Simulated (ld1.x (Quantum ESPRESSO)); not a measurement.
# Varying the TM potential for Ho (Z = 67)

Base potential:

* Element: holmium
* Generator: ld1.x (Quantum ESPRESSO) 7.5
* Type: norm-conserving Troullier–Martins (Kleinman–Bylander form)
* Functional: LDA (PZ)
* Relativity: scalar-relativistic
* Frozen core: [Kr] 4d10
* Valence charge: 21
* Reference configuration: 4f11 5s2 5p6 5d0 6s0 6p0 (charge +2)
* Partial waves: 5s (bound): rc 2.15 bohr; 5p (bound): rc 2.50 bohr; 5d (bound, empty): rc 3.20 bohr; 4f (bound): rc 0.75 bohr
* Local potential: the f channel
* Core correction: Bessel-smoothed model core, default radius (core density twice the valence density)

Cutoffs, loose and tight: the cutoffs (Ry, on a coarse ladder) from which the occupation-weighted sum of valence levels, in a spherical-Bessel basis at the reference potential, stays within 10 and 1 mRy of its value at 400 Ry. They do not see the model core or the augmentation charge, which bear on the density cutoff. Test errors are all-electron minus pseudo excitation energies from the reference, over the configurations 4f11 5s2 5p6 5d0 6s2 6p0; 4f11 5s2 5p6 5d0 6s1 6p0; 4f10 5s2 5p6 5d0 6s0 6p0; 4f11 5s2 5p6 5d1 6s0 6p0; 4f9 5s2 5p6 5d0 6s0 6p0; 4f10 5s2 5p6 5d1 6s2 6p0; 4f10 5s2 5p6 5d1 6s1 6p0 (two spin-polarised tests are not counted in the largest error). A dash means not determined; rows that change the core or the reference have their own tests. The largest error is taken over the tests solved by every variant that gives reliable tests at all: 4f10 5s2 5p6 5d0 6s0 6p0; 4f10 5s2 5p6 5d1 6s1 6p0; 4f10 5s2 5p6 5d1 6s2 6p0; 4f11 5s2 5p6 5d0 6s1 6p0; 4f11 5s2 5p6 5d0 6s2 6p0; 4f11 5s2 5p6 5d1 6s0 6p0.

A true bound ghost makes a file unfit for plane-wave use even where its test errors are small: the radial tests pick states by their node count and pass the ghost by. Where a test does run into it, the solver fails or the error is huge.

Cutoffs are not given where the Bessel-basis levels miss the radial ones by over 6 mRy, ghosts where they miss by over 20 mRy; a channel whose overlap is not positive is not tested.

| change | outcome | bound ghosts | largest test error (meV) |
| --- | --- | --- | --- |
| base | generated | s, p | +407 |
| wave 5d (bound): rc 3.20 bohr becomes 5d (bound): rc 2.24 bohr | generated | s, p | +439 |
| wave 5d (bound): rc 3.20 bohr becomes 5d (bound): rc 2.58 bohr | generated | s, p | +436 |
| wave 5d (bound): rc 3.20 bohr becomes 5d (bound): rc 3.12 bohr | generated | s, p | +412 |
| wave 5d (bound): rc 3.20 bohr becomes 5d (bound): rc 3.44 bohr | generated | s, p | +389 |
| wave 5d (bound): rc 3.20 bohr becomes 5d (bound): rc 3.84 bohr | generated | s, p | +362 |
| wave 5d (bound): rc 3.20 bohr becomes 5d (bound): rc 4.38 bohr | generated | s, p | +333 |
| wave 5d (bound): rc 3.20 bohr becomes 5d (bound): rc 4.82 bohr | generated | s, p | +322 |

Reading the sweep of the d radius (base included, trends over the rows without a ghost): Bound ghosts are found at 2.24, 2.58, 3.12, 3.2, 3.44, 3.84, 4.38, 4.82 bohr. Every judged row has one, so this setting neither creates nor removes them.
